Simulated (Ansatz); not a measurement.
Compare A (`CC(S)N[SiH3]`) with its isomer B (`CC(N)([SiH3])S`).

Computed with Ansatz on PBE0-D4/def2-TZVP structures; ΔE is electronic, products minus reactants. CCSD(T)/CBS is the MP2 limit (def2-TZVPP, def2-QZVPP) plus CCSD(T) − MP2 in def2-TZVPP, frozen cores. DFT in def2-TZVPP. B3LYP here is the variant with VWN-RPA as its local correlation; programs differ in this. Each species was taken in one conformer, which may not be the lowest.

A:

```xyz
14

C    -2.008    0.254   -0.080
C    -0.622   -0.301    0.182
S    -0.567   -0.727    1.984
N     0.404    0.601   -0.245
Si    1.989    0.084   -0.685
H    -2.781   -0.455    0.222
H    -2.117    0.470   -1.144
H    -2.159    1.182    0.479
H    -0.497   -1.240   -0.362
H     0.693   -1.190    1.984
H     0.307    1.521    0.160
H     1.859   -0.965   -1.730
H     2.786   -0.505    0.434
H     2.713    1.272   -1.200
```

B:

```xyz
14

C    -1.237    0.295    0.934
C    -0.235   -0.033   -0.163
N    -0.395   -1.404   -0.560
Si    1.542    0.254    0.435
S    -0.560    1.221   -1.503
H    -1.129    1.323    1.284
H    -2.261    0.168    0.567
H    -1.093   -0.386    1.776
H    -1.341   -1.583   -0.882
H     0.236   -1.661   -1.307
H     1.710    1.665    0.862
H     2.463   -0.044   -0.697
H     1.864   -0.652    1.571
H     0.437    0.838   -2.318
```

Problem. Which isomer does CCSD(T)/CBS put lower? Give the gap. (Estimate.)

Solution. Computed: A, by 56.5 kJ/mol.

Problem. Give E(B) − E(A) in kJ/mol with HF/def2-TZVPP, MP2/def2-TZVPP, B3LYP, CCSD/def2-TZVPP, PBE-D4, B2PLYP, B3LYP-D4. (Estimate.)

Solution. Computed: HF/def2-TZVPP 76.6, MP2/def2-TZVPP 56.5, B3LYP 63.7, CCSD/def2-TZVPP 60.3, PBE-D4 48.4, B2PLYP 61.6, B3LYP-D4 59.1. None reverses the order clearly.

Largest T1 diagnostic: 0.011.

In def2-TZVPP, CCSD(T) changes the Hartree–Fock value by −19.7 kJ/mol (the triples alone add −3.5 kJ/mol) and MP2 by −20.1 kJ/mol. From PBE to PBE0 (25 % exact exchange), in def2-TZVPP and without D4, E(B) − E(A) moves by +4.2 kJ/mol.
